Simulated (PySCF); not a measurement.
All numbers come from PySCF, UB3LYP, basis Mo def2-SVP with ECP28, S def2-SVP (scalar-relativistic core potentials, no spin–orbit coupling, density fitting).

```xyz
3
charge 0 multiplicity 3, angstrom
Mo    0.4581   -0.0160    0.0000
S    -0.7014    0.0246    1.7763
S    -0.7014    0.0246   -1.7763
```

MoS2 (triplet), along the line from Mo1 (at 0) through S2 (at 2.122 Å). Core electrons replaced by a potential are absent, the electrostatic potential uses the reduced nuclear charge, and values within about 0.7 Å of such atoms have no physical meaning.

Task: Tabulate the fields along this line at -0.74, 0.74, 0.85, 0.95, 1.06, 1.17, 1.27, 1.38, 1.49, 1.59, 1.70, 1.80, 1.91, 2.02, 2.23, 2.33, 2.44, 2.55, 2.65, 2.76, 2.86, 2.97, 3.08, 3.18, 3.29, 3.39 Å.

Result: 
```tsv
distance (Å)	electron density (e/Å³)	spin density (e/Å³)	electron localisation function	electrostatic potential (V)
-0.74	2.36	0.184	0.785	44.7
0.74	2.36	0.189	0.614	44.9
0.85	1.53	0.109	0.45	30.4
0.95	1.14	0.0577	0.384	22.2
1.06	1.01	0.0247	0.459	18.2
1.17	1.04	0.00232	0.628	17.7
1.27	1.16	-0.0144	0.747	20.9
1.38	1.31	-0.027	0.724	28.7
1.49	1.44	-0.0342	0.433	42.8
1.59	1.71	-0.0321	0.116	66.6
1.70	3.32	-0.018	0.128	107
1.80	13.2	-0.00026	0.694	185
1.91	56	-0.0389	0.86	385
2.02	171	-0.211	0.305	1210
2.23	172	-0.117	0.309	1210
2.33	56.3	-0.0144	0.862	384
2.44	13.2	0.000327	0.688	184
2.55	3.28	-0.0019	0.133	106
2.65	1.62	-0.00462	0.127	65.7
2.76	1.26	-0.00535	0.49	41.4
2.86	1.02	-0.00461	0.842	26.2
2.97	0.775	-0.0034	0.92	16.5
3.08	0.554	-0.0024	0.929	10.3
3.18	0.382	-0.00177	0.918	6.42
3.29	0.259	-0.00143	0.891	3.92
3.39	0.175	-0.00123	0.844	2.31
```

On a grid of 0.11 Å the density has a local minimum along the bond near 1.06 Å from Mo, at 1.01 e/Å³, where the ELF is 0.46.

Open d and f shells are described by one determinant, and the ground state may have another occupation or spin.
